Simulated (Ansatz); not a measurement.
Reaction (homolysis of the H–Sn bond): `N#[C][SnH3]` → H• + `N#[C][SnH2]`•

Gas-phase electronic energies from Ansatz, PBE0-D4/def2-TZVP geometries. CCSD(T)/CBS adds triple-zeta CCSD(T) − MP2 to the extrapolated MP2 energy (def2 sets, frozen cores). This one scheme is used for every species, atoms too. Functionals use def2-TZVPP. B3LYP here is the variant with VWN-RPA as its local correlation; programs differ in this. HSE06 is defined as in plane-wave codes. Open shells (•) are unrestricted, without spin–orbit coupling. def2 core potentials past Kr. Bonds to Sn are less sure, by a few kJ/mol each and by 10 to 20 or more in all where they break to atoms, as the def2 sets lack core-valence functions.

```csv
level,ΔE (kJ/mol),difference from CCSD(T)/CBS
PBE-D4,315.5,-26.6
revPBE-D4,310.5,-31.6
BLYP-D4,318.6,-23.5
r2SCAN-D4,319.7,-22.4
B97M-V,341.1,-1.0
PBE0-D4,320.1,-22.0
B3LYP-D4,327.3,-14.8
r2SCANh-D4,320.4,-21.7
r2SCAN0-D4,321.4,-20.7
BHLYP-D4,329.2,-12.9
CAM-B3LYP-D4,333.6,-8.5
ωB97X-V,338.9,-3.2
ωB97M-V,332.5,-9.6
B2PLYP,327.7,-14.4
PBE-QIDH,326.3,-15.8
PBE,314.5,-27.6
revPBE,307.7,-34.4
BLYP,316.5,-25.6
PBE0,319.2,-22.9
B3LYP,325.8,-16.3
r2SCAN0,321.0,-21.1
HSE06,318.7,-23.4
BHLYP,328.2,-13.9
CAM-B3LYP,332.8,-9.3
LC-ωPBE,326.2,-15.9
HF/def2-SVP,251.3,-90.8
MP2/def2-SVP,312.3,-29.8
CCSD/def2-SVP,319.3,-22.8
CCSD(T)/def2-SVP,319.7,-22.4
HF/def2-TZVPP,252.5,-89.6
MP2/def2-TZVPP,327.8,-14.3
SCS-MP2/def2-TZVPP,338.5,-3.6
CCSD/def2-TZVPP,333.9,-8.2
CCSD(T)/def2-TZVPP,335.1,-7.0
HF/def2-QZVPP,252.7,-89.4
MP2/def2-QZVPP,331.9,-10.2
SCS-MP2/def2-QZVPP,343.4,1.3
HF/CBS(def2),252.7,-89.4
MP2/CBS(def2),334.8,-7.3
CCSD/CBS(def2),340.9,-1.2
CCSD(T)/CBS,342.1,0
```

(1) What do rigid-rotor, harmonic-oscillator terms from PBE0-D4/def2-TZVP frequencies (298.15 K, 1 bar) make of the CCSD(T)/CBS value? (An estimate is asked.)

Largest T1 diagnostic among the species: 0.018.

## Answers

(1) The calculation gave: ΔZPE = -21.5 kJ/mol, ΔH = +326.2 kJ/mol, ΔS = 125 J/(mol·K), ΔG = +288.8 kJ/mol. Open shells count their whole term as degenerate.

From BLYP to BHLYP (50 % exact exchange), in def2-TZVPP and without D4, ΔE moves by +11.7 kJ/mol. At CCSD(T), def2-SVP lies −22.4 kJ/mol from the extrapolated value and def2-TZVPP −7.0 kJ/mol: correlation converges slowly with the basis, and small sets miss more of it in the bonded molecule than in its fragments.
